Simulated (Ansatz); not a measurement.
Molecule: C₃H₅O, net charge 1, singlet state. It need not be the lowest isomer of its formula. SMILES: [OH+]=C1CC1
Structure (B3LYP-D3(BJ)/def2-TZVP (Ansatz, a first-principles code) minimum search):
```xyz
9

C     -0.4124     1.1317     0.0955
C     -1.1743    -0.2671    -0.0201
C      0.2374    -0.1085    -0.1073
O      1.3660    -0.6479     0.0040
H     -0.2410     1.6434     1.0395
H     -0.6051     1.7808    -0.7535
H     -1.7601    -0.3468    -0.9308
H     -1.5758    -0.8021     0.8372
H      1.3498    -1.6284    -0.0332
```
Charge +1, spin multiplicity 1.

Parts of the frozen-core correlation energy in cc-pVQZ (Ansatz, hartree). Frozen orbitals: 4; correlated occupied orbitals by spin: 11 and 11; virtual: 355 and 355. Spin-orbit coupling is left out. Non-relativistic.

```tsv
term	value
reference (HF)	-191.12442
MP2 opposite-spin	[?]
MP2 same-spin	-0.17507
CCSD correlation	[?]
(T)	[?]
T1 diagnostic	0.015
largest doubles amplitude	0.039
```

**Question.** Fill in the missing entries.

**Answer.** 
- MP2 opposite-spin, value: -0.57362
- CCSD correlation, value: -0.76726
- (T), value: -0.03418
